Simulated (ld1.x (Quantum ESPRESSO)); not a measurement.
# Which change was made? (P, TM)

```
Element                 : phosphorus (P)
Generator               : ld1.x (Quantum ESPRESSO) 7.5
Type                    : norm-conserving Troullier–Martins (Kleinman–Bylander form)
Functional              : LDA (PZ)
Relativity              : scalar-relativistic
Frozen core             : [Ne]
Valence charge          : 5
Reference configuration : 3s2 3p1 (charge +2)
Partial waves           : 3p (bound): rc 1.25 bohr; 3d channel at 0.35 Ry: rc 1.25 bohr; 3s (bound): rc 1.30 bohr
Local potential         : the s channel
Core correction         : none
```

Cutoffs, loose and tight: the cutoffs (Ry, on a coarse ladder) from which the occupation-weighted sum of valence levels, in a spherical-Bessel basis at the reference potential, stays within 10 and 1 mRy of its value at 400 Ry. They do not see the model core or the augmentation charge, which bear on the density cutoff. Test errors are all-electron minus pseudo excitation energies from the reference, over the configurations 3s2 3p3; 3s2 3p2; 3s2 3p0; 3s1 3p4; 3s0 3p5; 3s1 3p0; 3s2 3p2.5 (two spin-polarised tests are not counted in the largest error); variants that change the core or the reference have their own tests.

The base gives: outcome: generated; cutoff, loose: 60 Ry; cutoff, tight: 100 Ry; bound ghosts: none; largest test error (meV): +288.

(1) After one change the result is: outcome: generated; cutoff, loose: 60 Ry; cutoff, tight: 100 Ry; bound ghosts: none; largest test error (meV): +171. Which change was it?
A. core correction a·sin(br)/r model core inside 1.46 bohr
B. core correction a·sin(br)/r model core inside 0.78 bohr
C. core correction a·sin(br)/r model core inside 1.22 bohr

Results:

(1) A. The others give: core correction a·sin(br)/r model core inside 1.22 bohr → outcome: generated; cutoff, loose: 60 Ry; cutoff, tight: 100 Ry; bound ghosts: none; largest test error (meV): +93 | core correction a·sin(br)/r model core inside 0.78 bohr → outcome: generated; cutoff, loose: 60 Ry; cutoff, tight: 100 Ry; bound ghosts: none; largest test error (meV): +52.
